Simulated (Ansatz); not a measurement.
# C3H8B2: where a starting geometry ends

The starting geometry of this gas-phase singlet was optimised with GFN2-xTB; its bonds are those of `B[C@@H]1C[C@@H]1B`.

```xyz
13

C    -1.3858    0.6752    1.2248
C    -1.5532    0.4016   -0.2401
C    -1.8144    1.8020    0.2290
B    -0.0069    0.7345    1.9050
B    -0.8572    2.9689   -0.0703
H     0.9687    0.8630    1.2757
H     0.0680    0.6117    3.0672
H    -2.2281    0.3591    1.8343
H    -0.6582    0.2306   -0.8185
H    -2.3990   -0.1953   -0.5518
H    -2.8679    2.0406    0.3478
H     0.2429    2.7725   -0.4095
H    -1.2490    4.0690    0.0078
```

Q: Predict what it relaxes into with B3LYP/def2-SVP.

A: It keeps its bonds, and is `B[C@@H]1C[C@@H]1B`.

The energy falls by 0.10 eV over 12 steps:

```csv
step,E − E(last) (eV)
1,0.104
2,0.021
3,0.008
5,0.001
6,0.000
7,0.000
8,0.000
10,0.000
11,0.000
12,0.000
```

Final geometry (Å):

```yaml
atoms:
  - { symbol: C, position_ang: [-1.3870, 0.6635, 1.2418] }
  - { symbol: C, position_ang: [-1.5531, 0.4081, -0.2326] }
  - { symbol: C, position_ang: [-1.8262, 1.8173, 0.2212] }
  - { symbol: B, position_ang: [-0.0036, 0.7001, 1.9171] }
  - { symbol: B, position_ang: [-0.8721, 2.9824, -0.1009] }
  - { symbol: H, position_ang: [0.9912, 0.9374, 1.2788] }
  - { symbol: H, position_ang: [0.1025, 0.4696, 3.0985] }
  - { symbol: H, position_ang: [-2.2456, 0.3656, 1.8526] }
  - { symbol: H, position_ang: [-0.6480, 0.2326, -0.8206] }
  - { symbol: H, position_ang: [-2.4155, -0.1912, -0.5391] }
  - { symbol: H, position_ang: [-2.8868, 2.0502, 0.3627] }
  - { symbol: H, position_ang: [0.2898, 2.7804, -0.3511] }
  - { symbol: H, position_ang: [-1.2857, 4.1175, -0.1267] }
```

Frequencies at the end are all real (lowest 80 cm⁻¹). Run with Ansatz 0.2.0, 49 s on 2 threads of Arm Neoverse N1 (shared host).
